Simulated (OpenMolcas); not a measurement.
Computed levels of 4f2 in ions with 56 electrons, in cm-1 above 3H4.

```json
{"Program": "OpenMolcas", "Method": "CASSCF", "Basis": "ANO-RCC-VQZP", "Scalar Hamiltonian": "DKH2, point nucleus", "Spin-orbit coupling": "RASSI with atomic mean-field integrals over the reference wave functions, term energies averaged over their components"}
```

Active space for each ion: 2 electrons in 14 orbitals (4f 5f).

```tsv
Level	Ce2+	Nd4+
3H5	1669	2996
3H6	3448	6114
3F2	5466	7703
1G4	6501	9607
3F3	6518	9629
3F4	8757	13588
```

Problem. Estimate 3H6, 3F2, 1G4 for Pr3+ from its neighbours Ce2+ and Nd4+.

Solution. 3H6 is fine structure, which grows about as the fourth power of a screened charge, so the fourth roots are averaged: ((3448^0.25 + 6114^0.25) / 2)^4 = 4639. The calculation gives 4716, so the estimate is off by -1.6 %; the measured value is 4389 (Martin, Zalubas and Hagan, Atomic Energy Levels: The Rare-Earth Elements, NSRDS-NBS 60 (1978)).
3F2 is another term, which grows about linearly with the charge: (5466 + 7703) / 2 = 6584. The calculation gives 6694, so the estimate is off by -1.6 %; the measured value is 4997 (Martin, Zalubas and Hagan, Atomic Energy Levels: The Rare-Earth Elements, NSRDS-NBS 60 (1978)).
1G4 is another term, which grows about linearly with the charge: (6501 + 9607) / 2 = 8054. The calculation gives 8143, so the estimate is off by -1.1 %.

Mixed levels, with the weight of the term that names them: Ce2+ 1G4 (52 %), Ce2+ 3F4 (54 %), Pr3+ 1G4 (52 %), Pr3+ 3F4 (53 %), Nd4+ 1G4 (52 %), Nd4+ 3F4 (54 %).

Without dynamic correlation excited terms often stand tens of per cent too high (terms of higher spin than the ground term too low), and those without a measured partner can miss by more than the paired ones. Active for correlation alone: 5f; no level in the range computed is led by a configuration that fills it, so any true level of that kind is missing. Computed and measured levels are paired by configuration, term and J; levels that our copy of the source lacks, or whose pairing is in doubt (as where it misses far off the trend of its configuration), stay unpaired and out of the deviations. Only configurations of the active space appear.
